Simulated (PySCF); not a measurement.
Energy of Hf (hafnium, neutral) between two integer charges

The 5d alpha orbital of [Xe] 4f14 5d2 6s2 is emptied in steps (occupation f), with all orbitals relaxed, ending at [Xe] 4f14 5d1 6s2. All numbers are calculated (PySCF 2.14, a scalar-relativistic core potential, in aug-cc-pVDZ-PP with ECP60MDF (5s5p4d2f, 54 functions)). The exact energy is a straight line in f; departures are measured from the line between the end points of the same method.

```json
{"f": "1", "r2SCAN (eV)": "0.000"}
{"f": "0.9", "r2SCAN (eV)": "-0.316"}
{"f": "0.7", "r2SCAN (eV)": "-0.742"}
{"f": "0.5", "r2SCAN (eV)": "-0.886"}
{"f": "0.3", "r2SCAN (eV)": "-0.744"}
{"f": "0.1", "r2SCAN (eV)": "-0.318"}
{"f": "0", "r2SCAN (eV)": "0.000"}
```

```
method  E(f=0) − E(f=1) (eV)  −ε at f=1 (eV)  −ε at f=0.5 (eV)
r2SCAN                 7.315           3.813             7.310
```

Orbital energy along the path (eV):

| f | r2SCAN |
| --- | --- |
| 1 | -3.813 |
| 0.9 | -4.492 |
| 0.7 | -5.887 |
| 0.5 | -7.310 |
| 0.3 | -8.740 |
| 0.1 | -10.149 |
| 0 | -10.836 |

Reference removal energy between the ground levels: 6.825 eV (measured; NIST Atomic Spectra Database, ionization energies). The calculation has no spin-orbit coupling.
